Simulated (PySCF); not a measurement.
# Electronic structure of Pt⁺ (platinum, charge +1) at the UHF level

Configuration: [Xe] 4f14 5d8 6p1, one real determinant (an excited configuration). All numbers are calculated (PySCF 2.14, a scalar-relativistic core potential, in aug-cc-pwCVDZ-PP with ECP60MDF (6s6p5d3f, 70 functions)).

- Total energy: -117.995330 hartree
- One-electron energy: -200.5247 hartree
- Hartree (Coulomb) energy: 93.0637 hartree
- Exchange energy: -10.5344 hartree
- ⟨S²⟩: 3.7529
- ⟨L²⟩: 14.052
- Sum of ⟨r⟩: 25.04 bohr
- Sum of ⟨r²⟩: 48.91 bohr²
- Traceless quadrupole moment −½Σ⟨3z² − r²⟩ along its main axis: -6.33 e·bohr²

```
shell  electrons  mean orbital energy (eV)  spread (eV)  rms radius, mean of both spins (bohr)
 5s α          1                   -134.25            0                                   1.03
 5s β          1                   -131.09            0                                   1.03
 5p α          3                   -84.664        0.148                                   1.19
 5p β          3                   -80.375        0.365                                   1.19
 5d α          5                   -24.959        1.304                                   1.69
 5d β          3                   -23.126        0.406                                   1.69
 6p α          1                   -10.449            0                                   3.92
```

⟨L²⟩ = 14.05 against 20 for a pure G term, so this real determinant mixes terms. Energies and moments cover only the electrons outside the core potential. Spin-orbit coupling, absent here, splits the open shell strongly.
